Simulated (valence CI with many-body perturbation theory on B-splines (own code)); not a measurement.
# Cs L: calculated level list

Calculated by relativistic CI+MBPT: four valence electrons over a frozen Dirac-Fock core [He], a basis of 9 s, 9 p, 8 d, 6 f, 3 g, 1 h functions for each j, with the one-electron correlation potential Σ1 (screened to all orders), the two-electron term Σ2, the three-electron term Σ3, Breit, model QED; selected single and double excitations, second order for the rest, scaled by the run's own slope (own B-spline code, finite nucleus).

The last digits are not significant, and no measured levels were compared; by estimate large intervals hold to a few tenths of a per cent, small ones and those within an open d or f shell to about a per cent.

Levels 1 to 41 of 41, with energies above the lowest level, (2s^2 2p1/2^2) J=0. "Leading %" is the weight of the configuration and term that name the level; weights of strongly mixed levels are sums over their largest components and can fall short, so below about 35 % the name and the second component can differ from the true leading terms, or belong to a minority configuration. In the jj column 3d3/2^4 stands for four electrons in 3d with j = 3/2. Lifetimes count E1, E2, E3, M1 and M2 decay at the calculated energies, and are blank where another channel may lead or the interval is too uncertain; long ones can be off by a factor of two.

```csv
No.,Configuration,Term,J,E (eV),Leading %,Lifetime,Second component,Leading jj
1,2s²2p²,³P,0,0.0,70,,29 % 2s²2p² ¹S,2s^2 2p1/2^2 (100 %)
2,2s²2p²,³P,1,361.7,100,3.23 ns,,2s^2 2p1/2 2p3/2 (100 %)
3,2s²2p²,¹D,2,377.6,63,2.15 μs,37 % 2s²2p² ³P,2s^2 2p1/2 2p3/2 (100 %)
4,2s2p³,³P°,2,552.7,45,67.6 ps,34 % 2s2p³ ⁵S°,2s 2p1/2^2 2p3/2 (98 %)
5,2s2p³,³D°,1,614.7,36,1.04 ps,26 % 2s2p³ ¹P°,2s 2p1/2^2 2p3/2 (99 %)
6,2s²2p²,³P,2,752.2,62,965 ps,37 % 2s²2p² ¹D,2s^2 2p3/2^2 (99 %)
7,2s²2p²,¹S,0,793.8,70,741 ps,29 % 2s²2p² ³P,2s^2 2p3/2^2 (99 %)
8,2s2p³,³D°,2,897.6,48,4.79 ps,47 % 2s2p³ ⁵S°,2s 2p1/2 2p3/2^2 (98 %)
9,2s2p³,³D°,3,933.1,100,5.09 ps,,2s 2p1/2 2p3/2^2 (100 %)
10,2s2p³,³P°,0,971.4,100,1.28 ps,,2s 2p1/2 2p3/2^2 (100 %)
11,2s2p³,³S°,1,986.6,45,678 fs,41 % 2s2p³ ³D°,2s 2p1/2 2p3/2^2 (99 %)
12,2s2p³,¹D°,2,996.9,72,684 fs,21 % 2s2p³ ³D°,2s 2p1/2 2p3/2^2 (98 %)
13,2s2p³,³P°,1,1000.3,54,905 fs,32 % 2s2p³ ¹P°,2s 2p1/2 2p3/2^2 (99 %)
14,2p⁴,³P,2,1201.9,69,717 fs,30 % 2p⁴ ¹D,2p1/2^2 2p3/2^2 (99 %)
15,2p⁴,¹S,0,1247.0,61,590 fs,38 % 2p⁴ ³P,2p1/2^2 2p3/2^2 (98 %)
16,2s2p³,³P°,2,1333.2,52,1.33 ps,18 % 2s2p³ ¹D°,2s 2p3/2^3 (98 %)
17,2s2p³,¹P°,1,1391.7,41,500 fs,26 % 2s2p³ ³S°,2s 2p3/2^3 (99 %)
18,2p⁴,³P,1,1573.3,100,447 fs,,2p1/2 2p3/2^3 (100 %)
19,2p⁴,¹D,2,1589.9,70,484 fs,30 % 2p⁴ ³P,2p1/2 2p3/2^3 (100 %)
20,2p⁴,³P,0,1984.0,62,340 fs,38 % 2p⁴ ¹S,2p3/2^4 (99 %)
21,2s²2p3s,³P°,0,5253.1,99,18.2 fs,,2s^2 2p1/2 3s (99 %)
22,2s²2p3s,³P°,1,5255.9,67,14.3 fs,32 % 2s²2p3s ¹P°,2s^2 2p1/2 3s (99 %)
23,2s²2p3p,³D,1,5311.0,73,1.34 ps,23 % 2s²2p3p ¹P,2s^2 2p1/2 3p1/2 (99 %)
24,2s²2p3p,³P,0,5341.4,69,451 fs,30 % 2s²2p3p ¹S,2s^2 2p1/2 3p1/2 (98 %)
25,2s2p²3s,⁵P,1,5414.7,29,28.1 fs,18 % 2s2p²3s ³S,2s 2p1/2^2 3s (61 %)
26,2s²2p3p,³D,2,5434.4,54,875 fs,29 % 2s²2p3p ¹D,2s^2 2p1/2 3p3/2 (99 %)
27,2s²2p3p,³P,1,5444.6,29,51.7 fs,20 % 2s2p²3s ⁵P,2s^2 2p1/2 3p3/2 (62 %)
28,2s2p²3s,³P,0,5450.5,71,20.0 fs,28 % 2s2p²3s ¹S,2s 2p1/2^2 3s (97 %)
29,2s²2p3d,³F°,2,5481.5,74,13.0 fs,20 % 2s²2p3d ¹D°,2s^2 2p1/2 3d3/2 (100 %)
30,2s2p²3p,³P°,1,5484.2,26,2.64 fs,20 % 2s2p²3p ⁵D°,2s 2p1/2^2 3p1/2 (80 %)
31,2s2p²3p,⁵D°,0,5487.6,48,331 fs,46 % 2s2p²3p ³P°,2s 2p1/2^2 3p1/2 (98 %)
32,2s²2p3d,³D°,1,5505.4,42,2.86 fs,25 % 2s²2p3d ¹P°,2s^2 2p1/2 3d3/2 (80 %)
33,2s²2p3d,³P°,2,5522.4,46,2.22 fs,35 % 2s²2p3d ³D°,2s^2 2p1/2 3d5/2 (98 %)
34,2s²2p3d,³F°,3,5525.5,48,2.43 fs,29 % 2s²2p3d ¹F°,2s^2 2p1/2 3d5/2 (99 %)
35,2s2p²3p,³P°,2,5606.9,31,121 fs,23 % 2s2p²3p ⁵P°,2s 2p1/2^2 3p3/2 (96 %)
36,2s2p²3p,³D°,1,5611.4,35,5.90 fs,20 % 2s2p²3p ¹P°,2s 2p1/2^2 3p3/2 (97 %)
37,2s²2p3s,³P°,2,5640.4,98,24.1 fs,,2s^2 2p3/2 3s (98 %)
38,2s²2p3s,¹P°,1,5646.4,66,11.5 fs,32 % 2s²2p3s ³P°,2s^2 2p3/2 3s (98 %)
39,2s2p²3d,⁵F,1,5653.4,42,16.8 fs,35 % 2s2p²3d ³D,2s 2p1/2^2 3d3/2 (98 %)
40,2s2p²3d,³D,2,5658.0,30,11.0 fs,22 % 2s2p²3d ⁵F,2s 2p1/2^2 3d3/2 (94 %)
41,2s2p²3d,³D,3,5692.5,33,2.44 fs,20 % 2s2p²3d ⁵D,2s 2p1/2^2 3d5/2 (98 %)
```

The ionisation energy to 2s²2p ²P°1/2 of the next ion comes out as 9351.5 eV (NIST: 9350 ± 4 eV (theoretical)). All 41 levels together are meant to be complete up to 5707.1 eV.
